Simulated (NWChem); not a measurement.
TeF$_{4}$; SMILES F[Te](F)(F)F

All runs: NWChem. Coordinates come from a PBE0/def2-SVP optimisation. def2 effective core potentials on Te; no spin-orbit coupling. Level M06-L/def2-SVP: energy and gradient on several grids; changes count from the extra-fine grid, which is no exact limit either.

```csv
grid,size of the energy change (μHa),largest change of a gradient component (μHa/bohr)
xcoarse,20000,20000
coarse,2000,2000
medium,50,600
fine,20,200
xfine,< 10,< 30
```
